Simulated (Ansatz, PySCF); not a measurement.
F₄Ti, SMILES [F][Ti-]([F])([F])[F] (connectivity only; charge and spin as stated), charge -1, multiplicity 2. Atoms are numbered in the order given.

```xyz
5

Ti     0.0000     0.0000     0.0000
F      1.1566     1.1566    -0.8803
F      1.1566    -1.1566     0.8803
F     -1.1566    -1.1566    -0.8803
F     -1.1566     1.1566     0.8803
```
Charge -1, spin multiplicity 2.

The structure is a stationary point at PBE0-D3(BJ)/def2-SVPD. The multiplicity is an assumed one; other spin states were not compared.

Two levels are set side by side: PBE-D3(BJ)/def2-SVPD (Ansatz, a program for electronic structure) and PBE0-D3(BJ)/def2-SVPD (Ansatz). Each level has its own optimised geometry; the coordinates shown are those of the second. Frequencies come from the Hessian of PySCF at each geometry. Differences are taken from unrounded values.

| quantity | PBE0-D3(BJ) |
|---|---|
| mean bond length (Å) | 1.858 |
| bond Ti1–F2 (Å) | 1.858 |
| bond Ti1–F3 (Å) | 1.858 |
| bond Ti1–F4 (Å) | 1.858 |
| bond Ti1–F5 (Å) | 1.858 |
| highest harmonic wavenumber (cm⁻¹) | 636 |
| mean harmonic wavenumber (cm⁻¹) | 360 |
| zero-point energy (kcal/mol) | 4.64 |

Question: What does PBE-D3(BJ) give, and how far is it from PBE0-D3(BJ)? (The exact figures need the calculation; the answer reports its results.)

Answer: 
```tsv
quantity	PBE-D3(BJ)	PBE-D3(BJ) minus PBE0-D3(BJ)
mean bond length (Å)	1.862	0.004
bond Ti1–F2 (Å)	1.862	0.004
bond Ti1–F3 (Å)	1.862	0.004
bond Ti1–F4 (Å)	1.862	0.004
bond Ti1–F5 (Å)	1.862	0.004
highest harmonic wavenumber (cm⁻¹)	617	-19
mean harmonic wavenumber (cm⁻¹)	352	-8
zero-point energy (kcal/mol)	4.53	-0.11
```
